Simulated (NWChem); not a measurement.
C4H4F2; SMILES C#CC(C)(F)F

```xyz
10

C     -0.0388     2.3567     0.0000
C     -0.0510     1.1484     0.0000
C     -0.0197    -0.3249     0.0000
C      1.3745    -0.9010     0.0000
F     -0.6934    -0.7803    -1.0885
F     -0.6934    -0.7803     1.0885
H     -0.0402     3.4319     0.0000
H      1.9179    -0.5721     0.8952
H      1.2942    -1.9968     0.0000
H      1.9179    -0.5721    -0.8952
```
Atoms are numbered in this order, from 1.

Level: PBE0/def2-SVP (NWChem), optimised geometry, unscaled harmonic frequencies. 

```json
[
 {"frequency (cm⁻¹)": "178", "IR intensity (km/mol)": "2.8"},
 {"frequency (cm⁻¹)": "185", "IR intensity (km/mol)": "1.3"},
 {"frequency (cm⁻¹)": "249", "IR intensity (km/mol)": "0.0"},
 {"frequency (cm⁻¹)": "376", "IR intensity (km/mol)": "1.5"},
 {"frequency (cm⁻¹)": "417", "IR intensity (km/mol)": "0.7"},
 {"frequency (cm⁻¹)": "495", "IR intensity (km/mol)": "6.3"},
 {"frequency (cm⁻¹)": "579", "IR intensity (km/mol)": "4.8"},
 {"frequency (cm⁻¹)": "607", "IR intensity (km/mol)": "22.7"},
 {"frequency (cm⁻¹)": "728", "IR intensity (km/mol)": "32.3"},
 {"frequency (cm⁻¹)": "742", "IR intensity (km/mol)": "28.6"},
 {"frequency (cm⁻¹)": "766", "IR intensity (km/mol)": "3.4"},
 {"frequency (cm⁻¹)": "958", "IR intensity (km/mol)": "21.5"},
 {"frequency (cm⁻¹)": "968", "IR intensity (km/mol)": "39.6"},
 {"frequency (cm⁻¹)": "1212", "IR intensity (km/mol)": "187.2"},
 {"frequency (cm⁻¹)": "1232", "IR intensity (km/mol)": "114.1"},
 {"frequency (cm⁻¹)": "1266", "IR intensity (km/mol)": "220.2"},
 {"frequency (cm⁻¹)": "1397", "IR intensity (km/mol)": "54.4"},
 {"frequency (cm⁻¹)": "1447", "IR intensity (km/mol)": "2.3"},
 {"frequency (cm⁻¹)": "1453", "IR intensity (km/mol)": "0.9"},
 {"frequency (cm⁻¹)": "2261", "IR intensity (km/mol)": "26.0"},
 {"frequency (cm⁻¹)": "3084", "IR intensity (km/mol)": "0.6"},
 {"frequency (cm⁻¹)": "3197", "IR intensity (km/mol)": "2.2"},
 {"frequency (cm⁻¹)": "3203", "IR intensity (km/mol)": "1.5"},
 {"frequency (cm⁻¹)": "3487", "IR intensity (km/mol)": "63.9"}
]
```

```json
{
 "zero_point_energy": "43.6 kcal/mol",
 "thermal correction to the enthalpy at 298.15 K (with zero-point energy)": "48.0 kcal/mol",
 "heat capacity Cv": "21.7 cal/(mol K)",
 "entropy at 298.15 K and 1 atm (symmetry number 1)": "76.9 cal/(mol K)",
 "dipole_moment": "2.26 D"
}
```

Rigid rotor and harmonic oscillator.
